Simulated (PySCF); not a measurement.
C₄H₁₁BO₂.
Bonds: C1–B2, B2–O3, B2–O4, O4–C5, C5–C6, C5–C7. Hydrogens: H8, H9, H10 on C1; H11 on O3; H12 on C5; H13, H14, H15 on C6; H16, H17, H18 on C7.

Level: wB97X-D/def2-SVPD in PySCF, non-relativistic, on one gas-phase PBE0-D3(BJ)/def2-SVP geometry that isn't relaxed in the solvent. The solvent is an IEF-PCM continuum (Bondi radii, 1.10 Å for H, scaled by 1.2), and excitations are vertical TDDFT with non-equilibrium linear response and a frozen core. Only the electrostatic response of the medium enters.

Gas-phase singlets (H = HOMO, L = LUMO):

```json
{"state": "S1", "E (eV)": "8.049", "λ (nm)": "154", "f": "0.001", "leading configurations": "H→L 86%"}
{"state": "S2", "E (eV)": "8.297", "λ (nm)": "149", "f": "0.030", "leading configurations": "H-1→L 69%, H-2→L 22%"}
{"state": "S3", "E (eV)": "8.740", "λ (nm)": "142", "f": "0.047", "leading configurations": "H-2→L 34%, H-1→L+3 14%"}
{"state": "S4", "E (eV)": "8.775", "λ (nm)": "141", "f": "0.008", "leading configurations": "H-1→L+4 20%, H-2→L 16%"}
{"state": "S5", "E (eV)": "8.942", "λ (nm)": "139", "f": "0.038", "leading configurations": "H→L+1 30%, H-3→L 24%"}
```

Problem. Give the list for chloroform (ε = 4.711), n² = 2.09.

Solution. 
```
state  E (eV)  λ (nm)      f    leading configurations  change by rank (eV)
   S1   8.165     152  0.002                   H→L 87%               +0.116
   S2   8.429     147  0.042      H-1→L 75%, H-2→L 15%               +0.132
   S3   8.774     141  0.024  H-1→L+4 27%, H-1→L+3 26%               +0.034
   S4   8.850     140  0.080       H-2→L 53%, H-1→L 9%               +0.075
   S5   9.049     137  0.168      H→L+4 29%, H→L+3 27%               +0.107
```

Problem. Give the list for water (ε = 78.36), n² = 1.78.

Solution. 
```
state  E (eV)  λ (nm)      f    leading configurations  change by rank (eV)
   S1   8.217     151  0.002                   H→L 88%               +0.168
   S2   8.484     146  0.043      H-1→L 78%, H-2→L 12%               +0.187
   S3   8.789     141  0.015  H-1→L+4 28%, H-1→L+3 26%               +0.049
   S4   8.896     139  0.086     H-2→L 61%, H-1→L+1 8%               +0.121
   S5   9.086     136  0.163      H→L+4 27%, H→L+3 26%               +0.144
```

Problem. The ground-state energy changes by -0.216 eV from gas to water. By how much does the total energy of gas-phase S1 change?

Solution. E(S1) = E(S0) + excitation energy, so it changes by -0.216 + 0.168 = -0.048 eV: it is lowered less than the ground state, which is what a blue shift means. This is the vertical state, with the slow part of the continuum still set for S0.

Problem. How do the frontier levels move from gas to water?

Solution. 
```tsv
orbital	gas (eV)	solvent (eV)	change (eV)	Löwdin shares, gas	Löwdin shares, solvent
LUMO+2	3.07	3.12	+0.05	O3 26 %, C1 12 %, H10 9 %, B2 9 %	O3 30 %, O4 12 %, C1 9 %, H12 6 %
LUMO+1	2.76	2.92	+0.16	C6 21 %, C7 11 %, O3 11 %, H13 11 %	C6 22 %, H13 11 %, C7 10 %, O3 8 %
LUMO	1.63	1.79	+0.16	B2 47 %, O3 16 %, H11 8 %, C1 6 %	B2 52 %, O3 11 %, C1 6 %, H11 4 %
HOMO	-10.25	-10.33	-0.08	O4 44 %, C5 14 %, C7 13 %, O3 8 %	O4 42 %, C5 14 %, C7 13 %, O3 9 %
HOMO-1	-10.57	-10.64	-0.07	O4 33 %, C5 16 %, H12 8 %, C6 8 %	O4 29 %, C5 15 %, O3 10 %, C1 10 %
HOMO-2	-11.12	-11.11	+0.01	C1 23 %, O3 17 %, B2 15 %, C5 8 %	C1 21 %, O3 15 %, B2 14 %, C5 9 %
HOMO-3	-11.79	-11.78	+0.01	O3 38 %, C6 12 %, C7 8 %, H14 7 %	O3 41 %, C6 11 %, C7 7 %, O4 6 %
```

The HOMO–LUMO gap goes from 11.88 to 12.12 eV. Rows go by rank; for HOMO-1, HOMO, LUMO+1 and LUMO+2 the atom shares or the degeneracy differ between the runs, so the row needn't follow one orbital.

Shape of the structure used: `[CH3:1][B:2]([OH:3])[O:4][CH:5]([CH3:6])[CH3:7]`: C1–B2–O4–C5 -179°, B2–O4–C5–C6 152°, H–O3–B2–C1 1°.

Note: wB97X-D ran without an empirical dispersion term, which enters the total energy and its gradient alone.
